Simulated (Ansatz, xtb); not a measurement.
## Two structures of C2HPSi

We compare a, a singlet given by its coordinates, with b, a singlet given by its coordinates. Both are isolated molecules in the gas phase, relaxed with PBE0-D3(BJ)/def2-SVP.

a (Å):

```yaml
atoms:
  - { symbol: C, position_ang: [-0.2843, -2.8395, -0.3858] }
  - { symbol: C, position_ang: [0.6533, -3.2363, 0.3933] }
  - { symbol: P, position_ang: [2.3167, -3.7528, 0.4919] }
  - { symbol: Si, position_ang: [1.4114, -3.1990, -1.4279] }
  - { symbol: H, position_ang: [-1.2882, -2.5042, -0.6067] }
```

Close contacts (Å): C1–C2 1.28, C1–Si4 2.02, C2–P3 1.74, C2–Si4 1.97, P3–Si4 2.19, C1–H5 1.08.

b (Å):

```yaml
atoms:
  - { symbol: C, position_ang: [0.0000, 0.0000, -0.4008] }
  - { symbol: C, position_ang: [0.0000, 0.0000, -1.6206] }
  - { symbol: P, position_ang: [0.0000, 0.0000, 3.3363] }
  - { symbol: Si, position_ang: [0.0000, 0.0000, 1.3823] }
  - { symbol: H, position_ang: [0.0000, 0.0000, -2.6973] }
```

Close contacts (Å): C1–C2 1.22, C1–Si4 1.78, P3–Si4 1.95, C2–H5 1.08.

Energies in hartree; the thermal terms are from PBE0-D3(BJ)/def2-SVP harmonic frequencies (ideal gas, rigid rotor, one conformer each, 298.15 K, 1 atm) and include the zero-point energy:

|  | a | b |
| --- | --- | --- |
| E, CCSD(T)/def2-TZVPP | −706.521877 | −706.504863 |
| zero-point energy | 0.020242 | 0.021089 |
| H(298 K) − E | 0.025677 | 0.027219 |
| G(298 K) − E | −0.007271 | −0.005419 |

Q: Work out ΔE, ΔE₀, ΔH and ΔG for a → b in kcal/mol (1 Eh = 627.51 kcal/mol) and the equilibrium ratio [b]/[a].

A: 1. ΔE = −706.504863 − (−706.521877) = +0.017014 Eh = +10.68 kcal/mol.
2. ΔE₀ = ΔE + ΔZPE = +0.017014 + (+0.000847) Eh = +11.21 kcal/mol.
3. ΔH = ΔE + (+0.001542) Eh = +11.64 kcal/mol.
4. ΔG = ΔE + (+0.001852) Eh = +11.84 kcal/mol, so ΔS = (ΔH − ΔG)/T = −2.7 J/(mol K).
5. kT = 0.9442 mEh, so K = [b]/[a] = exp(−ΔG/kT) = exp(−19.98) ≈ 2.1 × 10^−9.

Structure a is favoured at this temperature. An error of 1 kcal/mol in ΔG would change K by a factor of 5.4. Large T1 diagnostics make the coupled-cluster value less sure. Mirror images and further conformers aren't counted.

Other levels gave ΔE = +16.1 (PBE0-D3(BJ)/def2-SVP); +10.1 (HF/def2-TZVPP); +12.4 (MP2/def2-TZVPP) kcal/mol. The correlated steps freeze 12 core orbitals. Programs: Ansatz 0.2.0.
